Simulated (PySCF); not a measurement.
C₅H₆O₂. Atoms are numbered in the order given.

```xyz
13

C      0.4433    -2.5637     0.0000
C      0.0710    -1.1132     0.0000
C     -1.1854    -0.5791     0.0000
O     -1.1229     0.7974     0.0000
C      0.1784     1.1251     0.0000
O      0.3992     2.4498     0.0000
C      0.9783     0.0123     0.0000
H      1.0447    -2.8209    -0.8878
H     -0.4519    -3.2025     0.0000
H      1.0447    -2.8209     0.8878
H     -2.1842    -1.0033     0.0000
H      1.3563     2.5965     0.0000
H      2.0657    -0.0139     0.0000
```
Charge 0, spin multiplicity 1.

Geometry: TPSSh-D3(BJ)/def2-SVP. Other conformers were not sampled.

All values below come from PBE/def2-TZVP run with PySCF.

Symmetry labels are those of the subgroup Cs that the program uses (full group Cs).

Computed valence orbital energies around the gap with their symmetry:
```tsv
orbital	symmetry	energy (eV)
HOMO−7	A'	-10.12
HOMO−6	A"	-10.00
HOMO−5	A'	-9.40
HOMO−4	A'	-9.00
HOMO−3	A"	-8.81
HOMO−2	A'	-8.41
HOMO−1	A"	-6.35
HOMO	A"	-4.78
LUMO	A'	-0.15
LUMO+1	A"	-0.13
LUMO+2	A"	0.80
LUMO+3	A'	0.82
```
